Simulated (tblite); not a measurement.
Compound: C₇H₈F₂.
Atom-mapped SMILES: `[CH:1]#[C:2][C@@:3]1([F:4])[CH2:5][CH2:6][C@H:7]1[CH2:8][F:9]` (hydrogens: H10 on C1; H11, H12 on C5; H13, H14 on C6; H15 on C7; H16, H17 on C8)

Computed with GFN2-xTB (tblite), gas phase: L-BFGS steps from a force-field or distance-geometry start until the largest atomic force falls under 0.01 eV/Å.

Step 61: E = -774.1721 eV
```
atom  x, y, z in Å  |  force x, y, z in eV/Å
C1      2.1449   -1.5447   -0.8001    0.016   0.006  -0.032
C2      1.5486   -0.7627   -0.1178   -0.010   0.040   0.044
C3      0.8643    0.1781    0.7423   -0.006   0.041   0.006
F4      1.5683    0.2922    1.9320   -0.006  -0.005   0.000
C5      0.5259    1.5564    0.1355    0.002   0.032   0.004
C6     -0.9681    1.3181    0.4115    0.034  -0.014  -0.021
C7     -0.6438   -0.0723    0.9945   -0.005   0.011  -0.005
C8     -1.2087   -1.2434    0.2131   -0.012  -0.007   0.019
F9     -2.5779   -1.2550    0.2977   -0.045  -0.005   0.016
H10     2.6558   -2.2205   -1.4179    0.016  -0.016  -0.012
H11     0.7933    1.6511   -0.9148    0.014  -0.003   0.022
H12     0.9720    2.3716    0.7001    0.002   0.003  -0.011
H13    -1.5920    1.2780   -0.4785    0.010   0.009   0.000
H14    -1.4135    2.0110    1.1221    0.029  -0.037  -0.008
H15    -0.8700   -0.1790    2.0568   -0.010  -0.004  -0.030
H16    -0.8527   -2.1972    0.6126    0.007  -0.052   0.012
H17    -0.9536   -1.1697   -0.8497   -0.036   0.002  -0.004
```

Step 62: E = -774.1735 eV
```
atom  x, y, z in Å  |  force x, y, z in eV/Å
C1      2.1297   -1.5316   -0.8235   -0.037   0.075   0.051
C2      1.5459   -0.7583   -0.1185    0.066  -0.050  -0.063
C3      0.8664    0.1798    0.7485   -0.038  -0.012   0.007
F4      1.5648    0.2809    1.9412    0.025   0.011   0.008
C5      0.5337    1.5610    0.1445    0.007   0.005   0.011
C6     -0.9637    1.3135    0.3953    0.015   0.026  -0.028
C7     -0.6436   -0.0704    0.9952   -0.030   0.016  -0.035
C8     -1.2083   -1.2518    0.2279   -0.007  -0.016   0.019
F9     -2.5795   -1.2580    0.2958    0.000   0.007   0.033
H10     2.6325   -2.2054   -1.4519   -0.002   0.012   0.011
H11     0.8242    1.6662   -0.8997   -0.016  -0.008   0.052
H12     0.9651    2.3731    0.7252   -0.002  -0.001  -0.013
H13    -1.5717    1.2634   -0.5062    0.027   0.011   0.025
H14    -1.4246    2.0086    1.0945    0.023  -0.039  -0.033
H15    -0.8771   -0.1617    2.0576    0.009  -0.002  -0.033
H16    -0.8595   -2.2008    0.6457   -0.006  -0.041   0.014
H17    -0.9413   -1.1965   -0.8322   -0.035   0.004  -0.027
```

Step 63: E = -774.1741 eV
```
atom  x, y, z in Å  |  force x, y, z in eV/Å
C1      2.1271   -1.5274   -0.8285   -0.022   0.050   0.040
C2      1.5467   -0.7558   -0.1193    0.050  -0.032  -0.046
C3      0.8672    0.1809    0.7492   -0.031  -0.027   0.006
F4      1.5631    0.2788    1.9434    0.031   0.012   0.004
C5      0.5359    1.5631    0.1461    0.008  -0.013   0.020
C6     -0.9614    1.3121    0.3909    0.003   0.029  -0.021
C7     -0.6432   -0.0703    0.9939   -0.023   0.005  -0.039
C8     -1.2096   -1.2542    0.2315   -0.005  -0.019   0.011
F9     -2.5812   -1.2586    0.2977    0.011   0.013   0.040
H10     2.6277   -2.2030   -1.4570   -0.003   0.019   0.011
H11     0.8323    1.6711   -0.8960   -0.021  -0.011   0.047
H12     0.9620    2.3751    0.7305    0.005   0.000  -0.007
H13    -1.5663    1.2599   -0.5119    0.017   0.017   0.009
H14    -1.4247    2.0052    1.0896    0.005  -0.019  -0.032
H15    -0.8777   -0.1587    2.0560    0.010   0.002  -0.021
H16    -0.8627   -2.2030    0.6520   -0.006  -0.030   0.017
H17    -0.9425   -1.2030   -0.8286   -0.029   0.002  -0.038
```

Step 64: E = -774.1748 eV
```
atom  x, y, z in Å  |  force x, y, z in eV/Å
C1      2.1209   -1.5204   -0.8386    0.001   0.014   0.021
C2      1.5469   -0.7508   -0.1227    0.021  -0.012  -0.010
C3      0.8679    0.1818    0.7510    0.000  -0.021  -0.003
F4      1.5624    0.2738    1.9471    0.025   0.006  -0.013
C5      0.5404    1.5663    0.1510   -0.002  -0.008   0.029
C6     -0.9582    1.3101    0.3817   -0.007   0.012  -0.009
C7     -0.6430   -0.0696    0.9914    0.000  -0.016  -0.027
C8     -1.2106   -1.2594    0.2385   -0.002  -0.026  -0.015
F9     -2.5828   -1.2577    0.3011    0.022   0.012   0.044
H10     2.6168   -2.1978   -1.4689    0.000   0.026   0.006
H11     0.8480    1.6822   -0.8873   -0.030  -0.018   0.055
H12     0.9563    2.3775    0.7444    0.009  -0.015  -0.010
H13    -1.5547    1.2517   -0.5257    0.011   0.031  -0.002
H14    -1.4292    2.0003    1.0772   -0.013   0.006  -0.042
H15    -0.8778   -0.1510    2.0539    0.005   0.006  -0.018
H16    -0.8690   -2.2074    0.6676   -0.010   0.006   0.007
H17    -0.9415   -1.2175   -0.8223   -0.030  -0.004  -0.015
```

**Question.** Estimate the geometry and energy of step 65. (The exact step hangs on the optimiser's Hessian estimate; all steps are aligned on step 64, rigid shifts and turns removed.)

**Answer.** E = -774.1752 eV, largest force 0.049 eV/Å
```
atom  x, y, z in Å  |  force x, y, z in eV/Å
C1      2.1192   -1.5174   -0.8413    0.020  -0.017  -0.002
C2      1.5480   -0.7480   -0.1237   -0.002   0.005   0.019
C3      0.8685    0.1820    0.7518    0.018  -0.010  -0.005
F4      1.5629    0.2733    1.9483    0.017  -0.002  -0.019
C5      0.5421    1.5671    0.1532   -0.010  -0.006   0.028
C6     -0.9566    1.3090    0.3780   -0.015  -0.004   0.005
C7     -0.6424   -0.0700    0.9897    0.013  -0.022  -0.014
C8     -1.2113   -1.2616    0.2406   -0.003  -0.019  -0.023
F9     -2.5835   -1.2561    0.3042    0.017   0.008   0.044
H10     2.6127   -2.1959   -1.4719    0.006   0.024  -0.001
H11     0.8529    1.6859   -0.8833   -0.024  -0.020   0.038
H12     0.9538    2.3782    0.7489    0.016  -0.010   0.000
H13    -1.5500    1.2487   -0.5308    0.005   0.036  -0.014
H14    -1.4306    1.9975    1.0724   -0.023   0.020  -0.039
H15    -0.8768   -0.1489    2.0523   -0.002   0.007  -0.011
H16    -0.8723   -2.2098    0.6720   -0.008   0.020   0.001
H17    -0.9437   -1.2220   -0.8209   -0.026  -0.011  -0.007
```

The energy changes by -0.0004 eV. The first-order estimate −F·Δx gives -0.0005 eV and the mean of the old and new forces, exact on a quadratic surface, -0.0004 eV. The step makes an angle of 78° with the force vector and moves no atom by more than 0.008 Å.

The cost below is that of the whole relaxation. Hardware: an Intel Xeon at 2.70 GHz with one thread, shared host. Cost: 0.86 s wall.
